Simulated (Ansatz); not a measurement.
PBE exchange is replaced step by step with exact exchange (0 % is PBE, 25 % PBE0; no dispersion term), basis def2-TZVP, Ansatz. System: the cluster MnBr₂. Total charge 0; doublet. Geometry: r2SCAN-D4/def2-TZVP.

Geometry of the doublet:

Cartesian coordinates in Å:
```
Mn 0.001 0.000 -0.002
Br -0.138 2.249 -0.402
Br 0.137 -2.249 0.405
```

At PBE-D4/def2-TZVP, PBE with 5 % exact exchange/def2-TZVP, PBE with 10 % exact exchange/def2-TZVP, PBE with 15 % exact exchange/def2-TZVP and others the charge 0 doublet is spin-contaminated (final ⟨S²⟩ up to 2.73, 0.75 for a pure state). The geometry of the doublet was relaxed on an unsound state (⟨S²⟩ 2.70, where a pure state has 0.75). At PBE0-D4/def2-TZVP a sextet of charge 0 lies 2.81 eV below the doublet, each at its own geometry. The structure comes from a short search, and lower isomers may exist.

HOMO and LUMO are taken over both spins.

```csv
exact exchange (%),HOMO (eV),LUMO (eV),gap (eV),⟨S²⟩
0,-6.00,-5.03,0.98,2.668
5,-6.51,-4.77,1.74,2.678
10,-6.98,-4.49,2.49,2.687
15,-7.40,-4.18,3.22,2.695
25,-8.14,-3.61,4.53,2.709
50,-9.61,-2.29,7.32,2.730
```

Question: Estimate the row for 35 %.

Answer: 
```
exact exchange (%)  HOMO (eV)  LUMO (eV)  gap (eV)   ⟨S²⟩
                35      -8.76      -3.08      5.69  2.719
```
